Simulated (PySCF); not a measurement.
# RuO: energy against distance

Set-up: Ru cc-pVDZ-PP with ECP28, O cc-pVDZ; scalar-relativistic core potentials (PySCF 2.14). Energies in eV from Ru (4d7 5s1) + O in their ground configurations at the same level. State: ⁵Δ (quintet), unpaired electrons σ ↑, π ↑↑, δ ↑.

All columns are PBE0. A positive dipole means Ru(−)O(+).

```csv
R (Å),E (eV),μ (D),Mulliken charge on Ru (basis-dependent),HOMO (eV),LUMO (eV),Mayer bond order,⟨S²⟩
1.468,-2.775,-1.80,0.14,-6.14,-2.63,2.43,6.00
1.536,-3.816,-2.44,0.19,-6.24,-2.71,2.37,6.00
1.605,-4.384,-3.03,0.24,-6.33,-2.77,2.32,6.01
1.656,-4.582,-3.44,0.27,-6.40,-2.80,2.29,6.01
1.707,-4.634,-3.82,0.29,-6.46,-2.83,2.25,6.01
1.758,-4.576,-4.16,0.31,-6.52,-2.85,2.22,6.01
1.827,-4.373,-4.55,0.33,-6.51,-2.86,2.18,6.01
1.912,-3.989,-4.94,0.35,-6.44,-2.94,2.14,6.02
2.014,-3.427,-5.27,0.35,-6.34,-3.10,2.08,6.02
2.151,-2.633,-5.44,0.34,-6.14,-3.22,1.97,6.03
```

A fit through these points gives, at Re = 1.703 Å, μ = -3.79 D and dμ/dR = -7.03 D/Å; the reduced mass is 13.82 u.

**Question.** How strong is the fundamental in the double-harmonic approximation, I = 42.26·(dμ/dR)²/μred km/mol?

**Answer.** I = 42.26·(-7.03)²/13.82 = 151 km/mol at PBE0.

The metal atom is held in its measured ground configuration; semilocal functionals can put another filling of s and d lower by some tenths of an eV, and De to that atom would be smaller. These are scalar-relativistic numbers at best; spin–orbit coupling would shift them, the dissociation energy most. With d or f electrons several states lie close, and the lowest PBE0 determinant need not be the measured ground state.
